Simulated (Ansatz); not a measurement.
Consider the atomization: `[SiH3][SiH]1NCN1` → C• + 8 H• + 2 N• + 2 Si•.

Calculated with Ansatz (gas phase, PBE0-D4/def2-TZVP geometries, no zero-point term in ΔE). CBS: MP2 limit from def2 TZ/QZ plus the TZ coupled-cluster correction, frozen cores. This one scheme is used for every species, atoms too. DFT in def2-TZVPP. No spin–orbit coupling; open shells (•) take unrestricted orbitals. Spin–orbit coupling would lower the free atoms: a little for C, Si.

`[SiH3][SiH]1NCN1`:

Z-matrix (Å, degrees):
```
Si
N 1 1.733
C 1 2.289 2 39.9
Si 1 2.345 2 117.4 3 126.1
N 1 1.733 2 78.8 3 10.9
H 1 1.504 2 116.9 3 -103.7
H 2 1.004 1 132.0 3 131.9
H 3 1.101 1 116.5 2 -98.4
H 3 1.098 1 134.9 2 81.6
H 4 1.491 1 110.0 2 -166.4
H 4 1.487 1 111.4 2 -45.6
H 4 1.491 1 110.0 2 75.2
H 5 1.004 1 132.0 2 -142.8
```

CCSD(T)/CBS gives +45.71 eV.

Q: Another level gave +44.57 eV. Which?
A. CCSD/def2-TZVPP
B. SCS-MP2/def2-TZVPP
C. MP2/def2-TZVPP
D. r2SCAN-D4/def2-TZVPP

A: C. MP2/def2-TZVPP 44.57, SCS-MP2/def2-TZVPP 44.89, CCSD/def2-TZVPP 43.61, r2SCAN-D4 45.54 eV.

Largest T1 diagnostic among the species: 0.012.

The D4 term adds +0.49 eV with B3LYP and +0.26 eV with PBE0; it sums over pairs of atoms, weighted by their polarisabilities, and B3LYP, whose exchange is more repulsive, gets the larger term. From PBE to PBE0 (25 % exact exchange), in def2-TZVPP and without D4, ΔE moves by −0.65 eV: exact exchange takes away binding that semilocal exchange gives to molecules.

B3LYP here is the variant with VWN-RPA as its local correlation; programs differ in this.

For atomizations the MP2-based limit and the directly extrapolated one differ by several kJ/mol either way, and by 10 to 25 for some Ge, Se and Sn compounds, so smaller differences from it don't rank the levels.
